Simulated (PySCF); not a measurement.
GaF2Br, SMILES [F][Ga]([F])[Br]. Geometry: PBE0-D3(BJ)/def2-SVP. The structure was generated by enumeration; whether it is a known compound was not checked.

Computed equilibrium geometry at PBE0-D3(BJ)/def2-SVP (PySCF confirms it by a frequency run) as Cartesian coordinates in Å, and its point group:
point group C2v.
```xyz
4

Ga     0.0000     0.0000    -0.7376
F      0.0000    -1.4720    -1.6531
F      0.0000     1.4720    -1.6531
Br     0.0000     0.0000     1.5035
```
Charge 0, spin multiplicity 1.
